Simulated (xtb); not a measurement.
xtb input (GFN1-xTB):

```bash
xtb mol.xyz --gfn 1 --opt tight --chrg 0 --uhf 0
```
mol.xyz:
```
11

C      1.72794773    -1.11463070     1.13648996
Ge     0.03187906    -0.50815450     0.39055749
C     -1.56299010    -1.51480591     0.88444299
Br     0.21490135    -0.54644665    -1.93833949
Br    -0.28806286     1.71264637     1.04202147
H      1.91680186    -2.13859125     0.81543947
H      2.52853426    -0.46906058     0.78225884
H      1.67907458    -1.07082536     2.22411444
H     -1.45203271    -2.54823863     0.55742653
H     -2.43184094    -1.07223793     0.40235269
H     -1.68975998    -1.48047274     1.96610150
```

Output:

```
           -------------------------------------------------
          |                Calculation Setup                |
           -------------------------------------------------

           -------------------------------------------------
          |                 G F N 1 - x T B                 |
           -------------------------------------------------

        Reference                      10.1021/acs.jctc.7b00118
      * Hamiltonian:
        H0-scaling (s, p, d)           1.850000    2.250000    2.000000
        zeta-weighting                 0.000000
      * Dispersion:
        s8                             2.400000
        a1                             0.630000
        a2                             5.000000
        s9                             0.000000
      * Repulsion:
        kExp                           1.500000
        rExp                           1.000000
      * Coulomb:
        alpha                          2.000000
        third order                    atomic
        anisotropic                    false
      * Halogen bond correction:
        rad-scale                      1.300000
        damping                        0.440000

          ...................................................
          :                      SETUP                      :
          :.................................................:
          :  # basis functions                  50          :
          :  # atomic orbitals                  47          :
          :  # shells                           25          :
          :  # electrons                        32          :
          :  # halogen bonds                     0          :
          :  max. iterations                   250          :
          :  Hamiltonian                  GFN1-xTB          :
          :  restarted?                      false          :
          :  GBSA solvation                  false          :
          :  PC potential                    false          :
          :  electronic temp.          300.0000000     K    :
          :  accuracy                    1.0000000          :
          :  -> integral cutoff          0.2500000E+02      :
          :  -> integral neglect         0.1000000E-07      :
          :  -> SCF convergence          0.1000000E-05 Eh   :
          :  -> wf. convergence          0.2000000E-04 e    :
          :  Broyden damping             0.4000000          :
          :  net charge                          0          :
          :  unpaired electrons                  0          :
          ...................................................

 iter      E             dE          RMSdq      gap      omega  full diag
   1    -16.9023762 -0.169024E+02  0.748E+00    4.61       0.0  T
   2    -16.4939724  0.408404E+00  0.553E+00    5.10       1.0  T
   3    -16.5498205 -0.558481E-01  0.541E+00    4.75       1.0  T
   4    -17.0068409 -0.457020E+00  0.182E+00    5.46       1.0  T
   5    -17.1092762 -0.102435E+00  0.725E-01    5.33       1.0  T
   6    -17.1196154 -0.103393E-01  0.356E-01    5.32       1.0  T
   7    -17.1224197 -0.280431E-02  0.723E-02    5.30       1.0  T
[...]
         8        2.0000           -0.5113151             -13.9136
         9        2.0000           -0.5110517             -13.9064
        10        2.0000           -0.4624897             -12.5850
        11        2.0000           -0.4589150             -12.4877
        12        2.0000           -0.4583922             -12.4735
        13        2.0000           -0.4419019             -12.0248
        14        2.0000           -0.4358176             -11.8592
        15        2.0000           -0.4303130             -11.7094
        16        2.0000           -0.4226827             -11.5018 (HOMO)
        17                         -0.2262030              -6.1553 (LUMO)
        18                         -0.1701338              -4.6296
        19                         -0.1453725              -3.9558
        20                         -0.1326977              -3.6109
        21                         -0.1275789              -3.4716
        22                         -0.1268565              -3.4519
        23                         -0.1081872              -2.9439
        24                         -0.1080114              -2.9391
        25                         -0.0977287              -2.6593
        26                         -0.0874652              -2.3800
        27                         -0.0774757              -2.1082
       ...                                ...                  ...
        47                          0.5281058              14.3705
      -------------------------------------------------------------
                  HL-Gap            0.1964796 Eh            5.3465 eV
             Fermi-level           -0.3244428 Eh           -8.8285 eV

  Mulliken/CM5 charges         n(s)   n(p)   n(d)
     1C    -0.17731 -0.31055   1.044  3.134  0.000
     2Ge    0.31303  0.20811   1.334  1.697  0.656
     3C    -0.17731 -0.31055   1.044  3.134  0.000
     4Br   -0.09808 -0.07134   1.948  5.166 -0.017
     5Br   -0.09808 -0.07134   1.948  5.166 -0.017
     6H     0.03906  0.09206   0.961  0.000  0.000
     7H     0.04076  0.09372   0.959  0.000  0.000
     8H     0.03906  0.09206   0.961  0.000  0.000
     9H     0.03906  0.09206   0.961  0.000  0.000
    10H     0.04076  0.09372   0.959  0.000  0.000
    11H     0.03906  0.09206   0.961  0.000  0.000

Wiberg/Mayer (AO) data.
largest (>0.10) Wiberg bond orders for each atom

 ---------------------------------------------------------------------------
     #   Z sym  total        # sym  WBO       # sym  WBO       # sym  WBO
 ---------------------------------------------------------------------------
     1   6 C    3.978 --     8 H    0.968     6 H    0.968     7 H    0.966
                             2 Ge   0.929
     2  32 Ge   4.463 --     5 Br   1.239     4 Br   1.239     1 C    0.929
                             3 C    0.929
     3   6 C    3.978 --    11 H    0.968     9 H    0.968    10 H    0.966
                             2 Ge   0.929
     4  35 Br   1.387 --     2 Ge   1.239
     5  35 Br   1.387 --     2 Ge   1.239
     6   1 H    1.003 --     1 C    0.968
     7   1 H    1.002 --     1 C    0.966
     8   1 H    1.003 --     1 C    0.968
     9   1 H    1.003 --     3 C    0.968
    10   1 H    1.002 --     3 C    0.966
    11   1 H    1.003 --     3 C    0.968
 ---------------------------------------------------------------------------

Topologies differ in total number of bonds
Writing topology from bond orders to xtbtopo.mol

 dipole moment from electron density (au)
     X       Y       Z
   0.0721  -1.1495   0.8834  total (Debye):    3.689

           -------------------------------------------------
          |                Geometry Summary                 |
           -------------------------------------------------

      molecular mass/u    :      262.5037220
   center of mass at/Å    :       -0.0051013       0.0813154      -0.0624974
  moments of inertia/u·Å² :        0.2979668E+03   0.6538257E+03   0.7720814E+03
rotational constants/cm⁻¹ :        0.5657553E-01   0.2578307E-01   0.2183401E-01

 * 10 selected distances

     #   Z          #   Z                                           value/Å
     1   6 C        2  32 Ge                                      1.9477836
     2  32 Ge       3   6 C                                       1.9477836
     2  32 Ge       4  35 Br                                      2.3294310
     2  32 Ge       5  35 Br                                      2.3294310 (max)
     1   6 C        6   1 H                                       1.0890139
     1   6 C        7   1 H                                       1.0897150
     1   6 C        8   1 H                                       1.0890139
     3   6 C        9   1 H                                       1.0890139
Note: The following floating-point exceptions are signalling: IEEE_DENORMAL
normal termination of xtb
     3   6 C       10   1 H                                       1.0897150
     3   6 C       11   1 H                                       1.0890139 (min)

 * 3 distinct bonds (by element types)

   Z      Z             #   av. dist./Å        max./Å        min./Å
   1 H    6 C           6     1.0892476     1.0897150     1.0890139
   6 C   32 Ge          2     1.9477836     1.9477836     1.9477836
  32 Ge  35 Br          2     2.3294310     2.3294310     2.3294310

optimized geometry written to: xtbopt.xyz

           -------------------------------------------------
          | TOTAL ENERGY              -16.996731753369 Eh   |
          | GRADIENT NORM               0.000220452098 Eh/α |
          | HOMO-LUMO GAP               5.346483112630 eV   |
           -------------------------------------------------

------------------------------------------------------------------------
------------------------------------------------------------------------
 total:
 SCF:
 ANC optimizer:
```
